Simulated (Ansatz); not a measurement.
Level of theory: Ansatz (a quantum-chemistry and plane-wave program) with frozen-core CCSD(T)/def2-TZVPP // CAM-B3LYP-D3(BJ)/def2-TZVP.

Ansatz 0.2 input:
```yaml
crystal:
  periodic: [false, false, false]
  atoms:
    - { symbol: C, position_ang: [-0.932195, -0.129953, 0.034294] }
    - { symbol: Si, position_ang: [0.834867, 0.116397, -0.030688] }
    - { symbol: H, position_ang: [-1.632932, 0.666725, -0.193457] }
    - { symbol: H, position_ang: [-1.370343, -1.08543, 0.303891] }
    - { symbol: H, position_ang: [1.731724, -0.993665, 0.289975] }
    - { symbol: H, position_ang: [1.368885, 1.425926, -0.404017] }
basis:
  gaussian: { orbitals: def2-TZVPP }
correlation:
  method: ccsd_t
total_charge: 1
magnetization:
  spin_polarized: true
  initial_magnetization: 1
```

Output:

```
Functional definition: HF
734 factors; integrals over basis functions are off by at most 1.1e-3 eV
mean field evaluation 1: about -8945.4428 eV, gradient 2.1e1 eV
mean field evaluation 2: about -8945.4434 eV, gradient 2.1e1 eV
mean field evaluation 4: about -8947.7277 eV, gradient 1.5e0 eV
mean field evaluation 8: about -8947.7509 eV, gradient 8.5e-4 eV
mean field evaluation 16: about -8947.7500 eV, gradient 2.7e-1 eV
mean field evaluation 32: about -8942.5583 eV, gradient 3.7e-3 eV
mean field -8947.75094974 eV, -328.8237823996 hartree, gradient 2.6e-6 eV, S^2 0.757239; 0 other end points of the search recorded, 0 dependent functions left out
6 core orbitals not correlated
reference -8947.75094974 eV, -328.8237823996 hartree; 6, 5 occupied and 117, 118 virtual orbitals, 734 factors
second order -6.47363492 eV of doubles, -0.00000000 eV of singles
cycle   1  -7.15824486 eV  change   -6.8e-1 eV  update   5.9e-2
cycle   2  -7.41669229 eV  change   -2.6e-1 eV  update   2.1e-2
cycle   3  -7.43368039 eV  change   -1.7e-2 eV  update   7.2e-3
cycle   4  -7.43186876 eV  change    1.8e-3 eV  update   3.4e-3
cycle   5  -7.43172519 eV  change    1.4e-4 eV  update   1.4e-3
cycle   6  -7.43175848 eV  change   -3.3e-5 eV  update   4.9e-4
cycle   7  -7.43182315 eV  change   -6.5e-5 eV  update   1.8e-4
cycle   8  -7.43183908 eV  change   -1.6e-5 eV  update   5.9e-5
cycle   9  -7.43181921 eV  change    2.0e-5 eV  update   2.1e-5
cycle  10  -7.43181554 eV  change    3.7e-6 eV  update   7.2e-6
perturbative correction -0.22871904 eV, -0.0084052696 hartree
Total energy: -8955.41148432 eV, -329.1053018529 hartree
```

Cost: about 40 core-seconds (a rough figure).
